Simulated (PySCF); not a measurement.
Rows and methods have been separated. Pair them.

Species: C5H6F2.
Structure used (PBE0-D3(BJ)/def2-SVP), in Å, numbered top down from 1:
```
atom  x, y, z in Å
F1     1.9949   -0.6314    1.6760
C2     1.8484   -0.3087    0.3444
C3     0.4394    0.0117    0.0308
C4    -0.2293    1.0677   -0.4499
F5     0.1437    2.2654   -0.8532
C6    -1.5936    0.4638   -0.4077
C7    -0.8453   -0.7832    0.1617
H8     2.1911   -1.1752   -0.2498
H9     2.4971    0.5512    0.1095
H10   -2.0847    0.3097   -1.3818
H11   -2.3066    0.9430    0.2818
H12   -0.9137   -1.6821   -0.4720
H13   -1.1223   -1.0440    1.1946
```

The closed-shell ground state was solved 5 times with PySCF (density fitting, gas phase), always with PBE0, in these basis sets: 6-31+G*, STO-3G, aug-cc-pVDZ, def2-SVP and def2-TZVP.

```csv
row,total energy (Eh),HOMO (eV),LUMO (eV),dipole (D)
P,-393.3970,-7.23,-0.10,1.86
Q,-393.5036,-7.22,0.16,1.80
R,-393.0528,-7.15,0.31,1.77
S,-393.3589,-7.24,0.04,2.01
T,-388.1524,-4.40,3.56,1.05
```

Question: Which basis belongs to which row?

Answer: P = aug-cc-pVDZ, Q = def2-TZVP, R = def2-SVP, S = 6-31+G*, T = STO-3G. From the lowest total energy up: def2-TZVP (253 functions) 0 eV; aug-cc-pVDZ (215 functions) +2.90 eV; 6-31+G* (138 functions) +3.94 eV; def2-SVP (128 functions) +12.27 eV; STO-3G (41 functions) +145.62 eV.

One conformer stands for the species.
